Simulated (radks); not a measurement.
Spherical quantum dot in the effective-mass picture: electrons in a parabolic well V = omega^2 r^2 / 2 with omega = 0.0701, with a point charge +1 (a donor) at the centre, all in effective atomic units (hartree* = m*/eps^2 hartree, bohr* = eps/m* bohr), one dielectric constant everywhere. Calculated with a radial shooting solver with Libxc functionals: non-relativistic Kohn-Sham, exchange-only LDA, spin-polarised, spherical densities. Levels are named by radial order and angular momentum (1s, 1p, 1d, 2s, ...), and open shells are averaged over m. Each electron was tried in the lowest free levels, single moves between levels near the top were tried too, and the lowest total energy was kept; such a search can miss a lower state. At N = 1 the Hartree and exchange-correlation terms need not cancel, so that row can carry a self-interaction error.

\begin{tabular}{lrrrrrrr}
N & open shells & 2S & E (hartree*) & mu = E(N) - E(N-1) (hartree*) & addition energy mu(N+1) - mu(N) (hartree*) & e(HOMO) (hartree*) & rms radius (bohr*) \\ \hline
1 & 1s(up 1, down 0) & 1 & -0.448791 & -0.44879 & 0.5029 & -0.23360 & 1.806 \\
2 & none & 0 & -0.394661 & 0.054130 & 0.2814 & 0.15309 & 2.794 \\
3 & 1p(up 1, down 0) & 1 & -0.0591488 & 0.33551 & 0.1019 & 0.38536 & 4.734 \\
4 & 1p(up 2, down 0) & 2 & 0.378247 & 0.43740 & 0.1021 & 0.48907 & 5.760 \\
5 & 1p(up 3, down 0) & 3 & 0.917735 & 0.53949 & 0.1073 & 0.58917 & 6.502 \\
6 & 1p(up 3, down 0) 2s(up 1, down 0) & 4 & 1.56456 & 0.64682 & 0.1171 & 0.69215 & 7.130 \\
7 & 1p(up 3, down 0) 1d(up 1, down 0) 2s(up 1, down 0) & 5 & 2.32845 & 0.76390 & 0.08425 & 0.80641 & 7.716 \\
8 & 1p(up 3, down 0) 1d(up 2, down 0) 2s(up 1, down 0) & 6 & 3.17659 & 0.84814 & 0.08191 & 0.88949 & 8.210 \\
9 & 1p(up 3, down 0) 1d(up 3, down 0) 2s(up 1, down 0) & 7 & 4.10665 & 0.93006 & 0.07965 & 0.97025 & 8.641 \\
10 & 1p(up 3, down 0) 1d(up 4, down 0) 2s(up 1, down 0) & 8 & 5.11636 & 1.0097 & 0.07752 & 1.0488 & 9.028 \\
11 & 1p(up 3, down 0) 1d(up 5, down 0) 2s(up 1, down 0) & 9 & 6.20358 & 1.0872 & 0.1052 & 1.1253 & 9.381 \\
12 & 1p(up 3, down 0) 1d(up 5, down 0) 2s(up 1, down 0) 1f(up 1, down 0) & 10 & 7.39599 & 1.1924 & 0.07120 & 1.2282 & 9.741 \\
13 & 1p(up 3, down 0) 1d(up 5, down 0) 2s(up 1, down 0) 1f(up 2, down 0) & 11 & 8.65961 & 1.2636 & 0.06986 & 1.2988 & 10.07 \\
14 & 1p(up 3, down 0) 1d(up 5, down 0) 2s(up 1, down 0) 1f(up 3, down 0) & 12 & 9.99309 & 1.3335 & 0.06857 & 1.3680 & 10.37 \\
15 & 1p(up 3, down 0) 1d(up 5, down 0) 2s(up 1, down 0) 1f(up 4, down 0) & 13 & 11.3951 & 1.4021 & 0.06735 & 1.4359 & 10.66 \\
16 & 1p(up 3, down 0) 1d(up 5, down 0) 2s(up 1, down 0) 1f(up 5, down 0) & 14 & 12.8645 & 1.4694 & 0.06618 & 1.5027 & 10.93 \\
17 & 1p(up 3, down 0) 1d(up 5, down 0) 2s(up 1, down 0) 1f(up 6, down 0) & 15 & 14.4001 & 1.5356 & 0.06507 & 1.5683 & 11.18 \\
18 & 1p(up 3, down 0) 1d(up 5, down 0) 2s(up 1, down 0) 1f(up 7, down 0) & 16 & 16.0008 & 1.6007 & 0.08926 & 1.6328 & 11.42 \\
19 & 1p(up 3, down 0) 1d(up 5, down 0) 2s(up 1, down 0) 1f(up 7, down 0) 2p(up 1, down 0) & 17 & 17.6907 & 1.6899 & 0.06238 & 1.7212 & 11.66 \\
20 & 1p(up 3, down 0) 1d(up 5, down 0) 2s(up 1, down 0) 1f(up 7, down 0) 2p(up 2, down 0) & 18 & 19.4430 & 1.7523 & 0.06053 & 1.7833 & 11.89 \\
21 & 1p(up 3, down 0) 1d(up 5, down 0) 2s(up 1, down 0) 1f(up 7, down 0) 2p(up 2, down 0) 1g(up 1, down 0) & 19 & 21.2558 & 1.8128 & 0.05994 & 1.8430 & 12.11 \\
22 & 1p(up 3, down 0) 1d(up 5, down 0) 2s(up 1, down 0) 1f(up 7, down 0) 2p(up 2, down 0) 1g(up 2, down 0) & 20 & 23.1286 & 1.8728 & 0.05913 & 1.9025 & 12.33 \\
23 & 1p(up 3, down 0) 1d(up 5, down 0) 2s(up 1, down 0) 1f(up 7, down 0) 2p(up 3, down 0) 1g(up 2, down 0) & 21 & 25.0605 & 1.9319 & 0.05784 & 1.9618 & 12.53 \\
24 & 1p(up 3, down 0) 1d(up 5, down 0) 2s(up 1, down 0) 1f(up 7, down 0) 2p(up 3, down 0) 1g(up 3, down 0) & 22 & 27.0502 & 1.9897 & 0.05778 & 2.0193 & 12.73 \\
25 & 1p(up 3, down 0) 1d(up 5, down 0) 2s(up 1, down 0) 1f(up 7, down 0) 2p(up 3, down 0) 1g(up 4, down 0) & 23 & 29.0977 & 2.0475 & 0.05712 & 2.0762 & 12.92 \\
26 & 1p(up 3, down 0) 1d(up 5, down 0) 2s(up 1, down 0) 1f(up 7, down 0) 2p(up 3, down 0) 1g(up 5, down 0) & 24 & 31.2024 & 2.1046 & 0.05648 & 2.1330 & 13.11 \\
27 & 1p(up 3, down 0) 1d(up 5, down 0) 2s(up 1, down 0) 1f(up 7, down 0) 2p(up 3, down 0) 1g(up 6, down 0) & 25 & 33.3635 & 2.1611 & 0.05587 & 2.1891 & 13.29 \\
28 & 1p(up 3, down 0) 1d(up 5, down 0) 2s(up 1, down 0) 1f(up 7, down 0) 2p(up 3, down 0) 1g(up 7, down 0) & 26 & 35.5804 & 2.2170 & 0.05527 & 2.2447 & 13.46 \\
29 & 1p(up 3, down 0) 1d(up 5, down 0) 2s(up 1, down 0) 1f(up 7, down 0) 2p(up 3, down 0) 1g(up 8, down 0) & 27 & 37.8527 & 2.2723 & 0.05470 & 2.2997 & 13.63 \\
30 & 1p(up 3, down 0) 1d(up 5, down 0) 2s(up 1, down 0) 1f(up 7, down 0) 2p(up 3, down 0) 1g(up 9, down 0) & 28 & 40.1797 & 2.3270 & 0.05355 & 2.3541 & 13.79 \\
31 & 1p(up 3, down 0) 1d(up 5, down 0) 2s(up 1, down 0) 1f(up 7, down 0) 2p(up 3, down 0) 1g(up 9, down 0) 3s(up 1, down 0) & 29 & 42.5602 & 2.3805 & - & 2.4080 & 13.96 \\
\end{tabular}

All shells are closed at N = 2 (there: 1s2); the second difference of the energy has clear peaks (12 % above both neighbours; the first and last values, which can be the largest, are not judged, and half-filled shells can peak too) at N = 11, 18.
